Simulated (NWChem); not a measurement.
System: C$_{3}$H$_{4}$F$_{2}$Si; SMILES FC(F)C#C[SiH3]

Here is an NWChem input.

```
start job
memory heap 200 mb stack 900 mb global 1100 mb
geometry units angstroms noautosym noautoz
  F      2.218959     0.804576    -0.496653
  C      1.541525    -0.370519    -0.411374
  F      2.077953    -1.044340     0.639950
  C      0.115082    -0.148580    -0.227228
  C     -1.057914     0.052505    -0.047473
  Si    -2.871527     0.350773     0.214787
  H      1.757379    -0.949787    -1.326912
  H     -3.568964    -0.243690    -0.926144
  H     -3.064212     1.798974     0.270636
  H     -3.236715    -0.300329     1.471884
end
basis spherical
  * library def2-svp
end
dft
  xc pbe0
  iterations 150
end
driver
  maxiter 120
end
task dft optimize
task dft freq
```

Excerpt of the output:

```
             Northwest Computational Chemistry Package (NWChem) 7.3.0
             --------------------------------------------------------

                             Geometry "geometry" -> ""
                             -------------------------

 Output coordinates in angstroms (scale by  1.889725989 to convert to a.u.)

  No.       Tag          Charge          X              Y              Z
 ---- ---------------- ---------- -------------- -------------- --------------
    1 F                    9.0000     2.33098722     0.79978804    -0.49053643
    2 C                    6.0000     1.65355322    -0.37530696    -0.40525743
    3 F                    9.0000     2.18998122    -1.04912796     0.64606657
    4 C                    6.0000     0.22711022    -0.15336796    -0.22111143
    5 C                    6.0000    -0.94588578     0.04771704    -0.04135643
    6 Si                  14.0000    -2.75949878     0.34598504     0.22090357
    7 H                    1.0000     1.86940722    -0.95457496    -1.32079543
    8 H                    1.0000    -3.45693578    -0.24847796    -0.92002743
    9 H                    1.0000    -2.95218378     1.79418604     0.27675257
   10 H                    1.0000    -3.12468678    -0.30511696     1.47800057

 Effective nuclear repulsion energy (a.u.)     254.0677380721

                           NWChem Geometry Optimization
                           ----------------------------

 maximum gradient threshold         (gmax) =   0.000450
 rms gradient threshold             (grms) =   0.000300
 maximum cartesian step threshold   (xmax) =   0.001800
 rms cartesian step threshold       (xrms) =   0.001200
 fixed trust radius                (trust) =   0.300000
 source of zmatrix                         =

          -------------------
          Energy Minimization
          -------------------

 Using diagonal initial Hessian

          --------
          Step   0

                                 NWChem DFT Module
                                 -----------------

 Summary of "ao basis" -> "ao basis" (spherical)
 ------------------------------------------------------------------------------
       Tag                 Description            Shells   Functions and Types
 ---------------- ------------------------------  ------  ---------------------
 F                          def2-svp                 6       14   3s2p1d
 C                          def2-svp                 6       14   3s2p1d
 Si                         def2-svp                 8       18   4s3p1d
 H                          def2-svp                 3        5   2s1p

            General Information
            -------------------
          SCF calculation type: DFT
          Wavefunction type:  closed shell.
          No. of atoms     :    10
          No. of electrons :    54
           Alpha electrons :    27
            Beta electrons :    27
          Charge           :     0
          Spin multiplicity:     1
          Use of symmetry is: off; symmetry adaption is: off
          Maximum number of iterations: 150
          AO basis - number of functions:   108
                     number of shells:    50
          Convergence on energy requested:  1.00D-06
          Convergence on density requested:  1.00D-05
          Convergence on gradient requested:  5.00D-04

              XC Information
              --------------
                         PBE0 Method XC Functional
                     Hartree-Fock (Exact) Exchange  0.250
          PerdewBurkeErnzerhof Exchange Functional  0.750
            Perdew 1991 LDA Correlation Functional  1.000 local
           PerdewBurkeErnz. Correlation Functional  1.000 non-local

             Grid Information
             ----------------
          Grid used for XC integration:  medium
          Radial quadrature: Mura-Knowles
          Angular quadrature: Lebedev.
          Tag              B.-S. Rad. Rad. Pts. Rad. Cut. Ang. Pts.
          ---              ---------- --------- --------- ---------
          F                   0.50       49          14.0       434
          C                   0.70       49          12.0       434
          Si                  1.10       88          12.0       590
          H                   0.35       45          13.0       434
          Grid pruning is: on
          Number of quadrature shells:   513
          Spatial weights used:  Erf1

      Superposition of Atomic Density Guess
      -------------------------------------

 Sum of atomic energies:        -602.19511469

      Non-variational initial energy
      ------------------------------

 Total energy =    -604.539759
 1-e energy   =   -1337.181380
 2-e energy   =     478.573884
 HOMO         =      -0.343883
 LUMO         =       0.006185

   convergence    iter        energy       DeltaE   RMS-Dens  Diis-err
 ---------------- ----- ----------------- --------- --------- ---------
 d= 0,ls=0.0,diis     1   -604.9058740666 -8.59D+02  1.66D-02  1.15D+00
 d= 0,ls=0.0,diis     2   -604.8560200202  4.99D-02  7.76D-03  1.97D+00
 d= 0,ls=0.0,diis     3   -605.0290874418 -1.73D-01  2.55D-03  8.30D-02
 d= 0,ls=0.0,diis     4   -605.0331697045 -4.08D-03  1.31D-03  4.75D-02
 d= 0,ls=0.0,diis     5   -605.0390719320 -5.90D-03  3.07D-04  1.59D-03
  Resetting Diis
 d= 0,ls=0.0,diis     6   -605.0392219641 -1.50D-04  5.57D-05  3.87D-05
 d= 0,ls=0.0,diis     7   -605.0392268642 -4.90D-06  2.27D-05  1.89D-06
 d= 0,ls=0.0,diis     8   -605.0392268698 -5.65D-09  1.06D-05  2.00D-06
 d= 0,ls=0.0,diis     9   -605.0392271532 -2.83D-07  2.35D-06  1.03D-07

         Total DFT energy =     -605.039227153208
      One electron energy =    -1340.145754755244
           Coulomb energy =      540.123856495477
    Exchange-Corr. energy =      -59.085066965588
 Nuclear repulsion energy =      254.067738072147

 Numeric. integr. density =       53.999997256952

                       DFT Final Molecular Orbital Analysis
                       ------------------------------------

 Vector   25  Occ=2.000000D+00  E=-3.785201D-01
              MO Center=  1.6D+00, -2.6D-01, -2.3D-01, r^2= 3.4D+00
   Bfn.  Coefficient  Atom+Function         Bfn.  Coefficient  Atom+Function
  ----- ------------  ---------------      ----- ------------  ---------------
    49      0.292609   4 C  px               89     -0.287112   7 H  s
    59      0.266306   5 C  s                 6      0.258947   1 F  pz
    34      0.259587   3 F  pz                4     -0.214048   1 F  px
    32     -0.214389   3 F  px               46      0.206782   4 C  px
    17     -0.194523   2 C  s                20      0.183557   2 C  pz

 Vector   26  Occ=2.000000D+00  E=-3.185040D-01
              MO Center= -5.2D-01,  1.9D-02, -2.2D-02, r^2= 2.7D+00
   Bfn.  Coefficient  Atom+Function         Bfn.  Coefficient  Atom+Function
  ----- ------------  ---------------      ----- ------------  ---------------
    47      0.349175   4 C  py               61      0.326873   5 C  py
    48     -0.215466   4 C  pz               62     -0.201687   5 C  pz
    64      0.200389   5 C  py               50      0.186642   4 C  py
   104      0.131294  10 H  s                99     -0.126381   9 H  s
    65     -0.123638   5 C  pz               32      0.122056   3 F  px

 Vector   27  Occ=2.000000D+00  E=-3.158514D-01
              MO Center= -5.5D-01, -6.6D-02, -1.9D-01, r^2= 2.7D+00
   Bfn.  Coefficient  Atom+Function         Bfn.  Coefficient  Atom+Function
  ----- ------------  ---------------      ----- ------------  ---------------
    48      0.339550   4 C  pz               62      0.325225   5 C  pz
    47      0.204569   4 C  py               65      0.197555   5 C  pz
    51      0.193598   4 C  pz               61      0.193587   5 C  py
    94      0.148817   8 H  s                89      0.129176   7 H  s
    64      0.117691   5 C  py               50      0.116241   4 C  py

[...]

      ----------------------
      Optimization converged
      ----------------------

  Step       Energy      Delta E   Gmax     Grms     Xrms     Xmax
  ---- ---------------- -------- -------- -------- -------- --------
@    7    -605.04137486 -1.9D-06  0.00030  0.00012  0.00059  0.00121
                                     ok       ok       ok       ok

                         Geometry "geometry" -> "geometry"
                         ---------------------------------

 Output coordinates in angstroms (scale by  1.889725989 to convert to a.u.)

  No.       Tag          Charge          X              Y              Z
 ---- ---------------- ---------- -------------- -------------- --------------
    1 F                    9.0000     2.34744526     0.79638336    -0.49768458
    2 C                    6.0000     1.68554424    -0.37405165    -0.39995639
    3 F                    9.0000     2.20298593    -1.06263729     0.63725768
    4 C                    6.0000     0.25229162    -0.13672812    -0.19330369
    5 C                    6.0000    -0.94283602     0.04044179    -0.05271349
    6 Si                  14.0000    -2.73928930     0.33797067     0.20998035
    7 H                    1.0000     1.86614170    -0.95232675    -1.32416317
    8 H                    1.0000    -3.50854917    -0.25113910    -0.92291164
    9 H                    1.0000    -2.97881082     1.80749433     0.27633454
   10 H                    1.0000    -3.15307521    -0.30370386     1.48979914

 Effective nuclear repulsion energy (a.u.)     253.8690723659

 ==============================================================================
                                internuclear distances
 ------------------------------------------------------------------------------
       center one      |      center two      | atomic units |  angstroms
 ------------------------------------------------------------------------------
    2 C                |   1 F                |     2.54769  |     1.34818
    3 F                |   2 C                |     2.54777  |     1.34822
    4 C                |   2 C                |     2.77297  |     1.46739
    5 C                |   4 C                |     2.29855  |     1.21634
    6 Si               |   5 C                |     3.47667  |     1.83978
    7 H                |   2 C                |     2.08828  |     1.10507
    8 H                |   6 Si               |     2.81706  |     1.49072
    9 H                |   6 Si               |     2.81644  |     1.49039
   10 H                |   6 Si               |     2.81620  |     1.49027
 ------------------------------------------------------------------------------
                         number of included internuclear distances:          9
 ==============================================================================

[second-derivative integrals and response iterations left out]

  Vibrational analysis via the FX method

  See chapter 2 in "Molecular Vibrations" by Wilson, Decius and Cross

  Vib: Default input used

 ---------------------------- Atom information ----------------------------
     atom    #        X              Y              Z            mass
 --------------------------------------------------------------------------
    F        1  4.4360283D+00  1.5049463D+00 -9.4048749D-01  1.8998400D+01
    C        2  3.1852168D+00 -7.0685512D-01 -7.5580799D-01  1.2000000D+01
    F        3  4.1630398D+00 -2.0080933D+00  1.2042424D+00  1.8998400D+01
    C        4  4.7676203D-01 -2.5837868D-01 -3.6529101D-01  1.2000000D+01
    C        5 -1.7817017D+00  7.6423900D-02 -9.9614058D-02  1.2000000D+01
    Si       6 -5.1765062D+00  6.3867196D-01  3.9680532D-01  2.7976930D+01
    H        7  3.5264965D+00 -1.7996366D+00 -2.5023056D+00  1.0078250D+00
    H        8 -6.6301966D+00 -4.7458409D-01 -1.7440501D+00  1.0078250D+00
    H        9 -5.6291362D+00  3.4156690D+00  5.2219656D-01  1.0078250D+00
    H       10 -5.9584482D+00 -5.7391709D-01  2.8153122D+00  1.0078250D+00
 --------------------------------------------------------------------------

[unprojected Hessian and modes left out]

        Vibrational analysis via the FX method
  --- with translations and rotations projected out ---
  --- via the Eckart algorithm                      ---
 Projected Nuclear Hessian trans-rot subspace norm:2.2828D-33
                         (should be close to zero!)

[projected Hessian left out]

 Rotational Constants
 --------------------
 A=   0.292654 cm-1  (  0.421055 K)
 B=   0.033641 cm-1  (  0.048401 K)
 C=   0.031216 cm-1  (  0.044912 K)

 Temperature                      =   298.15K
 frequency scaling parameter      =   1.0000

 Zero-Point correction to Energy  =   36.526 kcal/mol  (  0.058208 au)
 Thermal correction to Energy     =   41.096 kcal/mol  (  0.065490 au)
 Thermal correction to Enthalpy   =   41.688 kcal/mol  (  0.066434 au)

 Total Entropy                    =   86.615 cal/mol-K
   - Translational                =   39.874 cal/mol-K (mol. weight = 106.0050)
   - Rotational                   =   28.041 cal/mol-K (symmetry #  =        1)
   - Vibrational                  =   18.701 cal/mol-K

 Cv (constant volume heat capacity) =   23.822 cal/mol-K
   - Translational                  =    2.979 cal/mol-K
   - Rotational                     =    2.979 cal/mol-K
   - Vibrational                    =   17.863 cal/mol-K

[normal modes left out]

 ----------------------------------------------------------------------------
 Normal Eigenvalue ||           Projected Infra Red Intensities
  Mode   [cm**-1]  || [atomic units] [(debye/angs)**2] [(KM/mol)] [arbitrary]
 ------ ---------- || -------------- ----------------- ---------- -----------
    1       -0.000 ||    0.000319           0.007         0.311       0.060
    2        0.000 ||    0.001011           0.023         0.985       0.190
    3        0.000 ||    0.000104           0.002         0.101       0.020
    4        0.000 ||    0.000130           0.003         0.127       0.025
    5        0.000 ||    0.000028           0.001         0.027       0.005
    6        0.000 ||    0.000118           0.003         0.115       0.022
    7       39.511 ||    0.000178           0.004         0.173       0.033
    8       94.011 ||    0.000398           0.009         0.388       0.075
    9      111.214 ||    0.001789           0.041         1.744       0.337
   10      262.739 ||    0.001321           0.030         1.287       0.249
   11      289.022 ||    0.006727           0.155         6.558       1.267
   12      400.362 ||    0.010016           0.231         9.764       1.887
   13      566.834 ||    0.002000           0.046         1.949       0.377
   14      572.262 ||    0.003676           0.085         3.583       0.692
   15      679.832 ||    0.055606           1.283        54.207      10.475
   16      680.582 ||    0.047670           1.100        46.471       8.980
   17      739.082 ||    0.004440           0.102         4.328       0.836
   18      922.590 ||    0.352581           8.134       343.714      66.417
   19      937.926 ||    0.047236           1.090        46.048       8.898
   20      939.650 ||    0.044982           1.038        43.851       8.473
   21     1026.653 ||    0.088721           2.047        86.489      16.713
   22     1163.301 ||    0.223061           5.146       217.451      42.019
   23     1174.932 ||    0.216502           4.995       211.057      40.783
   24     1383.063 ||    0.024940           0.575        24.313       4.698
   25     1393.891 ||    0.197121           4.548       192.163      37.132
   26     2252.876 ||    0.062174           1.434        60.610      11.712
   27     2257.892 ||    0.085227           1.966        83.083      16.054
   28     2259.637 ||    0.084087           1.940        81.972      15.840
   29     2329.215 ||    0.001278           0.029         1.246       0.241
   30     3085.367 ||    0.029148           0.672        28.415       5.491
 ----------------------------------------------------------------------------
```

Level: PBE0/def2-SVP.
